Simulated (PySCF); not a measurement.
Correlation energy of Ba (barium, neutral)

[Xe] 6s1 6p1, high-spin 3P determinant (an excited configuration). All numbers are calculated (PySCF 2.14, the spin-free X2C one-electron Hamiltonian (Gaussian nucleus), in aug-cc-pwCVTZ-X2C with one added diffuse shell each of s, p, d, f type (12s11p9d5f, 125 functions)). Frozen: [Kr] 4d10; 10 electrons correlated.

MP2 pair energies summed by pair of shells (mhartree):

```csv
pair,energy,share (%)
5p-5p,-104.85,66.8
5s-5p,-25.47,16.2
5p-6s,-13.04,8.3
5p-6p,-5.65,3.6
5s-5s,-5.18,3.3
6s-6p,-1.46,0.9
5s-6s,-0.85,0.5
5s-6p,-0.37,0.2
```

Total MP2 correlation energy: -156.87 mhartree.

Same-spin part -44.88 and opposite-spin part -111.98 mhartree; SCS-MP2 scales them by 1/3 and 6/5 to -149.34 mhartree.
